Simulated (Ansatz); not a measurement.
Computed with Ansatz on PBE0-D4/def2-TZVP structures; ΔE is electronic, products minus reactants. CCSD(T)/CBS adds triple-zeta CCSD(T) − MP2 to the extrapolated MP2 energy (def2 sets, frozen cores). Functionals use def2-TZVPP. One conformer a species, not always the lowest.

`COC[SiH2]F` + `BB` → `BB[SiH2]F` + dimethyl ether  (formal exchange of groups at the Si–C bond)

**Question.** Is it downhill or uphill in electronic energy at CCSD(T)/CBS, and by how much? (Estimate.)

**Answer.** The calculation gave: Downhill: ΔE = -3.6 kcal/mol.

**Question.** What do these levels give: PBE-D4, r2SCAN-D4, ωB97X-V, PBE, MP2/def2-TZVPP, SCS-MP2/def2-QZVPP? (An estimate is asked.)

**Answer.** Ansatz gave: PBE-D4 -6.3, r2SCAN-D4 -5.2, ωB97X-V -3.7, PBE -6.8, MP2/def2-TZVPP -2.7, SCS-MP2/def2-QZVPP -2.5 kcal/mol.

Largest T1 diagnostic among the species: 0.014.

The D4 term adds +0.8 kcal/mol with B3LYP and +0.5 kcal/mol with PBE0; it sums over pairs of atoms, weighted by their polarisabilities, and B3LYP, whose exchange is more repulsive, gets the larger term. From PBE to PBE0 (25 % exact exchange), in def2-TZVPP and without D4, ΔE moves by +0.8 kcal/mol.

B3LYP here is the variant with VWN-RPA as its local correlation; programs differ in this.
